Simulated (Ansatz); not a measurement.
`FCS[SiH3]` and `FC[S][AlH][F]` differ in one atom or group.

Ansatz, PBE0-D4/def2-TZVP geometries, multiplicity 1. Each molecule was computed in one conformer, which needn't be the lowest.

```csv
property,`FCS[SiH3]`
"ideal-gas entropy at 298 K and 1 bar (rigid rotor, harmonic PBE0-D4/def2-TZVP) / J/(mol·K)",331
HOMO–LUMO gap (ωB97M-V/def2-TZVPP) / eV,11.48
HOMO energy (PBE/def2-TZVPP) / eV,-6.31
HOMO energy (PBE0/def2-TZVPP) / eV,-7.53
HOMO energy (ωB97M-V/def2-TZVPP) / eV,-9.72
HOMO energy (B3LYP/def2-TZVPP) / eV,-7.29
```

(1) Give the same properties after the change, and the shifts. (An estimate is asked.)

Results:

(1) The calculation gave: 
```csv
property,`FC[S][AlH][F]`,shift
"ideal-gas entropy at 298 K and 1 bar (rigid rotor, harmonic PBE0-D4/def2-TZVP) / J/(mol·K)",339,8
HOMO–LUMO gap (ωB97M-V/def2-TZVPP) / eV,10.61,-0.87
HOMO energy (PBE/def2-TZVPP) / eV,-6.14,0.17
HOMO energy (PBE0/def2-TZVPP) / eV,-7.39,0.14
HOMO energy (ωB97M-V/def2-TZVPP) / eV,-9.59,0.13
HOMO energy (B3LYP/def2-TZVPP) / eV,-7.14,0.15
```

With PBE0 the HOMO rises by 0.14 eV and the LUMO falls by 0.75 eV, so the gap narrows by about 0.89 eV. PBE moves the HOMO by 0.17 eV and ωB97M-V by 0.13 eV. The zero-point energy changes by -39.8 kJ/mol with -3 modes.

B3LYP here is the variant with VWN-RPA as its local correlation; programs differ in this.
